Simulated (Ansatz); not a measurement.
Ansatz (a quantum-chemistry and plane-wave program) input (B3LYP-D3(BJ)/def2-TZVP):

Ansatz 0.2 input:
```yaml
crystal:
  periodic: [false, false, false]
  atoms:
    - {symbol: Cs, position_ang: [-0.60840708, -0.53552669, -0.81485271]}
    - {symbol: F, position_ang: [0.66145114, 0.49603611, 0.80746270]}
basis:
  gaussian:
    orbitals: def2-TZVP
hamiltonian:
  xc: b3lyp
  dispersion: d3bj
total_charge: -1
magnetization: {spin_polarized: true, initial_magnetization: 1}
relax: {f_tol: 0.002, max_steps: 150}
```

End of the output:

```
mean field evaluation 16: about -3268.3279 eV, gradient 1.0e-3 eV
mean field evaluation 32: about -3268.2853 eV, gradient 2.0e0 eV
mean field evaluation 64: about -3268.2972 eV, gradient 6.3e-1 eV
mean field evaluation 96: about -3268.0015 eV, gradient 1.1e0 eV
mean field -3268.32791949 eV, -120.1088356891 hartree, gradient 1.8e-5 eV, S^2 0.750024; 12 other end points of the search recorded, 0 dependent functions left out
the calculation of the forces begins
reference -3268.32806294 eV, -120.1088409607 hartree; 10, 9 occupied and 50, 51 virtual orbitals, 474 factors
relax step   1: F+E_penalty+E_count = -3268.34867390 eV  Δ(F+E_penalty+E_count) = +0.000e0 eV  max|allowed force component| = 1.074e0 eV/Å  Δτ_max = 0.0000 Å  (271 SCF iters, accepted)
these checks for a lower state are left out or cut short: starts, cluster_reference, orbital_swaps, neighbouring_geometries, increment
integrals: 0.01 GiB planned
474 factors; their error is unknown
mean field: 0.17 GiB planned
mean field -3268.43909749 eV, -120.1129214051 hartree, gradient 2.5e-5 eV, S^2 0.750027; 0 other end points of the search recorded, 0 dependent functions left out
the calculation of the forces begins
reference -3268.43925057 eV, -120.1129270306 hartree; 10, 9 occupied and 50, 51 virtual orbitals, 474 factors
relax step   2: F+E_penalty+E_count = -3268.45954121 eV  Δ(F+E_penalty+E_count) = -1.109e-1 eV  max|allowed force component| = 2.658e-1 eV/Å  Δτ_max = 0.1373 Å  (31 SCF iters, accepted)
these checks for a lower state are left out or cut short: starts, cluster_reference, orbital_swaps, neighbouring_geometries, increment
integrals: 0.01 GiB planned
474 factors; their error is unknown
mean field: 0.18 GiB planned
mean field -3268.45574702 eV, -120.1135332641 hartree, gradient 9.3e-6 eV, S^2 0.750026; 0 other end points of the search recorded, 0 dependent functions left out
the calculation of the forces begins
reference -3268.45589850 eV, -120.1135388308 hartree; 10, 9 occupied and 50, 51 virtual orbitals, 474 factors
relax step   3: F+E_penalty+E_count = -3268.47630943 eV  Δ(F+E_penalty+E_count) = -1.677e-2 eV  max|allowed force component| = 8.686e-3 eV/Å  Δτ_max = 0.0431 Å  (31 SCF iters, accepted)
these checks for a lower state are left out or cut short: starts, cluster_reference, orbital_swaps, neighbouring_geometries, increment
integrals: 0.01 GiB planned
474 factors; their error is unknown
mean field: 0.18 GiB planned
mean field -3268.45576374 eV, -120.1135338784 hartree, gradient 3.3e-5 eV, S^2 0.750026; 0 other end points of the search recorded, 0 dependent functions left out
the calculation of the forces begins
reference -3268.45591526 eV, -120.1135394468 hartree; 10, 9 occupied and 50, 51 virtual orbitals, 474 factors
relax step   4: F+E_penalty+E_count = -3268.47632349 eV  Δ(F+E_penalty+E_count) = -1.406e-5 eV  max|allowed force component| = 6.801e-4 eV/Å  Δτ_max = 0.0011 Å  (22 SCF iters, accepted)
integrals: 0.01 GiB planned
474 factors; their error is unknown
mean field: 0.18 GiB planned
mean field evaluation 128: about -3184.0830 eV, gradient 1.5e2 eV
mean field evaluation 160: about -3267.8191 eV, gradient 6.1e-2 eV
mean field evaluation 192: about -3268.2961 eV, gradient 2.4e0 eV
mean field -3268.45576374 eV, -120.1135338784 hartree, gradient 3.3e-5 eV, S^2 0.750026; 10 other end points of the search recorded, 0 dependent functions left out
the calculation of the forces begins
reference -3268.45591526 eV, -120.1135394468 hartree; 10, 9 occupied and 50, 51 virtual orbitals, 474 factors
Total energy: -3268.47647501 eV, -120.1142950038 hartree
Atom 0 at    -0.660927    -0.578191    -0.881950 Å, force    -0.000532    -0.000432    -0.000680 eV/Å
Atom 1 at     0.713971     0.538701     0.874560 Å, force     0.000532     0.000432     0.000680 eV/Å
Dipole moment:     0.128034     0.104007     0.163570 e Å
```
